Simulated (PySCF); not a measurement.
Working out the excitation energy of Ge

Ge [Ar] 3d10 4s2 4p2 (3P) → Ge [Ar] 3d10 4s1 4p2 4d1 (high-spin determinant). Calculation: PySCF 2.14, in aug-cc-pVTZ-PP with ECP10MDF (6s5p4d2f, 55 functions); scalar relativity through the core potential. Frozen: 3s2 3p6 3d10. Energies in hartree (1 hartree = 27.21139 eV):

```tsv
part	Ge (lower)	Ge (upper)
UHF	-293.352850	-292.943906
CCSD correlation	-0.065283	-0.026472
(T)	-0.001900	-0.002350
```

Problem. What does Hartree-Fock give?

Solution. (-292.943906) − (-293.352850) = 0.408944 hartree = 11.128 eV.

Problem. What do CCSD and CCSD(T) give?

Solution. The CCSD correlation energies differ by 0.038811 hartree = 1.056 eV and the triples by -0.000450 hartree = -0.012 eV, so CCSD gives 12.184 eV and CCSD(T) 12.172 eV.

One determinant mixes LS terms, so it does not stand for a single term.

The upper state lies above the first ionisation limit, but in LS coupling its spin forbids autoionisation to the ground ion.

The coupled-cluster amplitudes are large, so a single reference is strained.
